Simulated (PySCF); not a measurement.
Compound: C₄H₃ClO₃.
SMILES with atom numbers: `[CH3:1][c:2]1[o:3][c:4](=[O:5])[o:6][c:7]1[Cl:8]` (hydrogens: H9, H10, H11 on C1)

Geometry (GFN2-xTB, Å), atoms numbered from 1 in this order:
```xyz
11
C4H3ClO3 angstrom
C     -1.6445   -0.3921   -0.1632
C     -0.2086   -0.0673   -0.0306
O      0.7441   -0.9745   -0.4394
C      1.9643   -0.4395   -0.2117
O      3.0033   -0.9558   -0.4483
O      1.8018    0.7945    0.3355
C      0.4484    1.0059    0.4396
Cl    -0.0994    2.4660    1.0879
H     -1.8894   -0.5825   -1.2067
H     -1.8776   -1.2910    0.4048
H     -2.2368    0.4388    0.2061
```

Computed with wB97X-D/def2-SVPD in PySCF (dipole) on a GFN2-xTB geometry, gas phase.

Masses are those of the commonest isotopes; rigid-rotor values at the optimised geometry. 

(1) Give the principal moments of inertia and the rotational constants in GHz.

(2) Classify the top.

(3) What does the inertial defect say?

(4) Give the other two planar moments, Paa and Pbb, and the rms extents of the mass along the axes.

(5) Where do the levels up to J = 5 lie, in MHz?

(6) Predict some low-J microwave lines.

(7) Estimate the classical rotational partition function at 25 K, 100 K and 500 K.

Answers

(1) Ia = 173.59, Ib = 356.90, Ic = 527.36 u·Å²; 505379 MHz·u·Å²/I gives 2911, 1416 and 958.3 MHz, that is A = 2.9114, B = 1.4160, C = 0.9583 GHz.

(2) An asymmetric top: κ = (2 × 1416 − 2911 − 958.3)/(2911 − 958.3) = -0.53.

(3) Not planar: Δ = Ic − Ia − Ib = -3.12 u·Å². For a rigid frame Δ = −2 Σ m c², so Σ m c² = 1.56 u·Å² lies off the ab plane, practically all of it from hydrogen. The atom farthest from that plane is 0.88 Å away.

(4) Paa = Σ m a² = (Ib + Ic − Ia)/2 = 355.34 and Pbb = Σ m b² = (Ia + Ic − Ib)/2 = 172.03 u·Å². With the mass M = 133.98 u, the rms extents √(P/M) along a, b and c are 1.63, 1.13, 0.11 Å.

(5) Above 0(0,0):
J = 1: 1(0,1) 2374, 1(1,1) 3870, 1(1,0) 4327
J = 2: 2(0,2) 7033, 2(1,2) 8161, 2(1,1) 9534, 2(2,1) 14020, 2(2,0) 14110
J = 3: 3(0,3) 13817, 3(1,3) 14545, 3(1,2) 17280, 3(2,2) 21143, 3(2,1) 21572, 3(3,1) 29815, 3(3,0) 29827
J = 4: 4(0,4) 22568, 4(1,4) 22976, 4(1,3) 27476, 4(2,3) 30570, 4(2,2) 31744, 4(3,2) 39464, 4(3,1) 39541, 4(4,1) 51401, 4(4,0) 51402
J = 5: 5(0,5) 33203, 5(1,5) 33409, 5(1,4) 39979, 5(2,4) 42242, 5(2,3) 44644, 5(3,3) 51545, 5(3,2) 51840, 5(4,2) 63472, 5(4,1) 63483, 5(5,1) 78806, 5(5,0) 78806
Those of J = 1 are B + C, A + C and A + B.

(6) The dipole components are |μa| = 3.62 D, |μb| = 2.92 D, |μc| = 0.00 D; the mirror of this Cs structure is the ab plane, so μc vanishes by symmetry and there are no c-type lines. Intensities carry the squares of the components, which stand as 1.00 : 0.65 (a : b). Some lines, for components of 0.1 D or more:

```json
{"type": "a", "branch": "Q", "J(Ka,Kc)": "4(2,2) ← 4(2,3)", "MHz": "1174", "lower level (cm⁻¹)": "1.020"}
{"type": "b", "branch": "Q", "J(Ka,Kc)": "1(1,0) ← 1(0,1)", "MHz": "1953", "lower level (cm⁻¹)": "0.079"}
{"type": "b", "branch": "Q", "J(Ka,Kc)": "2(1,1) ← 2(0,2)", "MHz": "2501", "lower level (cm⁻¹)": "0.235"}
{"type": "b", "branch": "R", "J(Ka,Kc)": "2(0,2) ← 1(1,1)", "MHz": "3163", "lower level (cm⁻¹)": "0.129"}
{"type": "b", "branch": "R", "J(Ka,Kc)": "4(1,3) ← 3(2,2)", "MHz": "6333", "lower level (cm⁻¹)": "0.705"}
{"type": "a", "branch": "R", "J(Ka,Kc)": "3(2,2) ← 2(2,1)", "MHz": "7123", "lower level (cm⁻¹)": "0.468"}
{"type": "b", "branch": "R", "J(Ka,Kc)": "3(1,3) ← 2(0,2)", "MHz": "7512", "lower level (cm⁻¹)": "0.235"}
{"type": "b", "branch": "Q", "J(Ka,Kc)": "3(3,1) ← 3(2,2)", "MHz": "8673", "lower level (cm⁻¹)": "0.705"}
{"type": "a", "branch": "R", "J(Ka,Kc)": "4(2,3) ← 3(2,2)", "MHz": "9427", "lower level (cm⁻¹)": "0.705"}
{"type": "b", "branch": "R", "J(Ka,Kc)": "4(2,3) ← 3(1,2)", "MHz": "13289", "lower level (cm⁻¹)": "0.576"}
{"type": "b", "branch": "R", "J(Ka,Kc)": "3(3,0) ← 2(2,1)", "MHz": "15807", "lower level (cm⁻¹)": "0.468"}
{"type": "b", "branch": "R", "J(Ka,Kc)": "4(4,0) ← 3(3,1)", "MHz": "21587", "lower level (cm⁻¹)": "0.995"}
```

(7) Point group Cs, symmetry number σ = 1; q = (√π/σ)·√((kT/h)³/(ABC)), k/h = 20836.6 MHz/K: 10600 at 25 K, 84800 at 100 K, 948000 at 500 K.

Stationary, but not proved a minimum. Zero-point vibration and centrifugal distortion are left out. A rigid rotor knows nothing of internal rotation, which can split or shift real lines. Quadrupole hyperfine structure (35Cl) is left out.

The run took 37 s on one thread of an Arm Neoverse V1, no GPU, shared host. This is the wB97X-D/def2-SVPD job that gave the dipole, with the excitations it also computed.
